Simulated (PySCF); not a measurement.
B(Cl)(Me)(NMe2) (C3H9BClN), SMILES CB(Cl)N(C)C. Atoms are numbered in the order given.

```xyz
15

B      0.4391     0.3327     0.0000
Cl    -0.5864     1.8173     0.0000
C      2.0078     0.5254     0.0000
H      2.4705     0.0551     0.8852
H      2.4705     0.0551    -0.8852
H      2.2898     1.5871     0.0000
N     -0.1919    -0.9204     0.0000
C     -1.6285    -1.1407     0.0000
C      0.5613    -2.1633     0.0000
H     -1.9347    -1.7186     0.8910
H     -1.9347    -1.7186    -0.8910
H     -2.1639    -0.1855     0.0000
H      0.3176    -2.7718    -0.8902
H      0.3176    -2.7718     0.8902
H      1.6404    -1.9746     0.0000
```
Charge 0, spin multiplicity 1.

Geometry optimised at B3LYP-D3(BJ)/def2-SVP. One conformer was computed; it need not be the lowest.

Level of theory: PBE/def2-TZVP in PySCF.

Atomic charges (e):

```tsv
atom	IAO	Mulliken
B1	0.18	0.08
Cl2	___	-0.21
C3	___	-0.47
H4	0.16	0.14
H5	0.16	0.14
H6	0.17	0.14
N7	___	0.02
C8	-0.32	-0.30
C9	-0.31	-0.29
H10	0.14	0.12
H11	0.14	0.12
H12	0.17	0.14
H13	0.14	0.12
H14	0.14	0.12
H15	0.16	0.14
```

Question: What belongs in the gaps? (Estimate from the structure and the level; the computed values follow.)

Answer: 
- Cl2, IAO: -0.14
- C3, IAO: -0.59
- N7, IAO: -0.19

Computed Mayer and Wiberg (Löwdin basis) orders of the bonds:
```json
[
 {"bond": "B1–Cl2", "Mayer": "1.21", "Wiberg": "1.96"},
 {"bond": "B1–C3", "Mayer": "1.04", "Wiberg": "1.32"},
 {"bond": "C3–H4", "Mayer": "0.94", "Wiberg": "0.86"},
 {"bond": "C3–H5", "Mayer": "0.94", "Wiberg": "0.86"},
 {"bond": "C3–H6", "Mayer": "0.95", "Wiberg": "0.86"},
 {"bond": "B1–N7", "Mayer": "1.43", "Wiberg": "1.63"},
 {"bond": "N7–C8", "Mayer": "0.95", "Wiberg": "1.24"},
 {"bond": "N7–C9", "Mayer": "0.94", "Wiberg": "1.23"},
 {"bond": "C8–H10", "Mayer": "0.96", "Wiberg": "0.91"},
 {"bond": "C8–H11", "Mayer": "0.96", "Wiberg": "0.91"},
 {"bond": "C8–H12", "Mayer": "0.96", "Wiberg": "0.90"},
 {"bond": "C9–H13", "Mayer": "0.96", "Wiberg": "0.91"},
 {"bond": "C9–H14", "Mayer": "0.96", "Wiberg": "0.91"},
 {"bond": "C9–H15", "Mayer": "0.97", "Wiberg": "0.89"}
]
```
